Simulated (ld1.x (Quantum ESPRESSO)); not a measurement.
**tin: one change to an ultrasoft potential, before and after**

tin, ultrasoft, made with ld1.x (Quantum ESPRESSO) 7.5 (LDA (PZ), scalar-relativistic). Core [Kr] 4d10, reference 5s1 5p3. Waves: 5s (bound): rcut 1.50, rcutus 1.80 bohr; 5s channel at 1.25 Ry: rcut 1.50, rcutus 1.80 bohr; 5p (bound): rcut 1.90, rcutus 2.60 bohr; 5p channel at 4.15 Ry: rcut 1.90, rcutus 2.60 bohr; 5d channel at -0.05 Ry: rcut 2.00, rcutus 2.60 bohr; 5d channel at 2.45 Ry: rcut 2.00, rcutus 2.60 bohr. Local part: all-electron potential smoothed inside 2.40 bohr (lloc = -1). Core correction: none. Augmentation charge: built from norm-conserving waves at rcut, not smoothed further.

All-electron outer shells of the reference configuration (LDA (PZ), scalar-relativistic, ld1.x):

```csv
shell,level (eV),outermost node (bohr),outermost maximum (bohr)
4p,-91.08,0.41,0.79
4d,-27.36,0.39,0.88
5s,-11.69,0.98,1.99
5p,-4.48,1.09,2.49
```

Change: waves 5d channel at -0.05 Ry: rcut 2.00, rcutus 2.20 bohr; 5d channel at 2.45 Ry: rcut 2.00, rcutus 2.20 bohr.

Cutoffs: the cutoffs (Ry, on a coarse ladder) from which the occupation-weighted sum of valence levels, in a spherical-Bessel basis at the reference potential, stays within 10 and 1 mRy of its value at 400 Ry; they do not see the model core or the augmentation charge, which bear on the density cutoff. Errors are all-electron minus pseudo energies relative to the spin-unpolarised reference configuration.

How do hardness, ghosts and transferability respond?

The potential gets neither clearly harder nor softer (10 Ry and 15 Ry → 10 Ry and 15 Ry); the bound ghosts move from s to d, s; the errors of the 9 common tests hardly move; the range in which the d phases agree widens (upper end 0.5 → at the end of the scan).

```tsv
quantity	base	changed
cutoff, loose	10 Ry	10 Ry
cutoff, tight	15 Ry	15 Ry
bound ghosts	s	s, d
error for 5s2 5p2, meV [ΔE -7.07 eV]	+18	+18
error for 5s2 5p1, meV [ΔE 0.02 eV]	+26	+26
error for 5s2 5p0, meV [ΔE 14.29 eV]	+66	+66
error for 5s1 5p0, meV [ΔE 45.74 eV]	+238	+238
error for 5s2 5p1.5, meV [ΔE -4.36 eV]	+21	+21
error for 5s2 5p2.3, meV [ΔE -7.97 eV]	+17	+17
error for 5s1 5p2, meV [ΔE 7.76 eV]	+5.1	+5.1
error for 5s1 5p3 (spin-polarised), meV [ΔE -2.09 eV]	+843	+843
error for 5s2 5p2 (spin-polarised), meV [ΔE -7.55 eV]	+96	+96
s: phases at 2.84 bohr within 0.05 rad from the reference energy up to (Ry; the scan ends near 5)	to the end of the scan	to the end of the scan
p: phases at 2.84 bohr within 0.05 rad from the reference energy up to (Ry; the scan ends near 5)	to the end of the scan	to the end of the scan
d: phases at 2.84 bohr within 0.05 rad from the reference energy up to (Ry; the scan ends near 5)	0.5	to the end of the scan
lowest overlap eigenvalue by channel	s 0.67, p 0.74, d 0.92	s 0.67, p 0.74, d 0.04
```

 A true bound ghost makes a file unfit for plane-wave use even where its test errors are small: the radial tests pick states by their node count and pass the ghost by.
